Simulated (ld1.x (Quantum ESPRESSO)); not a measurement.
# zirconium: excitation energies, all-electron against TM semilocal

```json
{
  "Element": "zirconium",
  "Generator": "ld1.x (Quantum ESPRESSO) 7.5",
  "Type": "norm-conserving Troullier–Martins (semilocal form)",
  "Functional": "PBE",
  "Relativity": "scalar-relativistic",
  "Frozen core": "[Kr]",
  "Valence charge": "4",
  "Reference configuration": "4d2 5s2 5p0",
  "Partial waves": "5s (bound): rc 3.45 bohr; 5p (bound, empty): rc 3.45 bohr; 4d (bound): rc 2.20 bohr",
  "Local potential": "the d channel",
  "Core correction": "a·sin(br)/r model core inside 1.40 bohr"
}
```

Energies are relative to the spin-unpolarised reference configuration 4d2 5s2 5p0; without spin polarisation the order of configurations can differ from experiment. The frozen-core shift is the all-electron ΔE with the core orbitals held at their reference shape minus the fully relaxed ΔE.

Give the all-electron excitation energy and the error of the potential for: 4d2 5s1 5p0; 4d2 5s0 5p0; 4d1 5s0 5p0; 4d1 5s2 5p1; 4d2 5s1 5p1; 4d3 5s1 5p0; 4d2 5s1.5 5p0.

| valence configuration | charge | ΔE all-electron (eV) | error AE − PS (meV) | frozen-core shift (meV) |
| --- | --- | --- | --- | --- |
| 4d2 5s1 5p0 | +1 | 7.137 | -6.0 | +2.9 |
| 4d2 5s0 5p0 | +2 | 20.077 | -42 | +22 |
| 4d1 5s0 5p0 | +3 | 42.704 | -252 | +369 |
| 4d1 5s2 5p1 | 0 | 3.003 | -133 | +90 |
| 4d2 5s1 5p1 | 0 | 3.041 | -3.8 | +1.5 |
| 4d3 5s1 5p0 | 0 | 1.195 | -65 | +39 |
| 4d2 5s1.5 5p0 | +0.5 | 2.880 | -1.4 | +0.7 |

Levels in the configuration 4d2 5s1 5p1:

```csv
level,all-electron (eV),pseudo (eV)
4d,-4.653,-4.666
5s,-5.157,-5.161
5p,-2.045,-2.041
```
